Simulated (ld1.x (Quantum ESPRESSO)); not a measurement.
# u(r) = r·R(r): atom against pseudo-atom (B)

Columns: radius, all-electron u(r) and pseudo u(r) of the 2s shell (level -9.39 eV) of boron in the configuration [He] 2s2 2p1; LDA (PZ), non-relativistic, ultrasoft scheme, ld1.x (Quantum ESPRESSO) 7.5.

```tsv
r (bohr)	all-electron	pseudo
0.095	0.2636	-0.0664
0.190	0.3061	-0.1325
0.285	0.2381	-0.1979
0.380	0.1198	-0.2623
0.475	-0.0157	-0.3252
0.570	-0.1505	-0.3861
0.665	-0.2749	-0.4443
0.760	-0.3844	-0.4992
0.855	-0.4774	-0.5499
0.950	-0.5539	-0.5957
1.045	-0.6145	-0.6359
1.140	-0.6606	-0.6698
1.235	-0.6938	-0.6966
1.330	-0.7155	-0.7159
1.425	-0.7275	-0.7275
1.520	-0.7311	-0.7311
1.615	-0.7277	-0.7277
1.710	-0.7187	-0.7187
1.805	-0.7050	-0.7050
1.900	-0.6876	-0.6876
1.995	-0.6674	-0.6674
2.090	-0.6450	-0.6450
2.185	-0.6211	-0.6211
2.280	-0.5961	-0.5961
2.375	-0.5704	-0.5704
2.470	-0.5445	-0.5445
```

Question: How many radial nodes do the two functions have?

Answer: The all-electron 2s function has n − l − 1 = 1; the pseudo-wave has 0, since the states of the same l below it are removed with the core.

Question: At about which radius was the pseudo-wave matched?

Answer: 1.45 bohr. The columns agree to 0.0005 from 1.33 bohr on; several derivatives are matched, so the curves merge somewhat inside the radius.

Question: Where does each function peak?

Answer: Outermost all-electron maximum near 1.52 bohr, pseudo maximum near 1.52 bohr (to the table’s step).

Question: Is the pseudo-wave norm-conserving?

Answer: No, it belongs to an ultrasoft set: the norm inside the radius is not constrained, and the difference is carried by the augmentation charge.
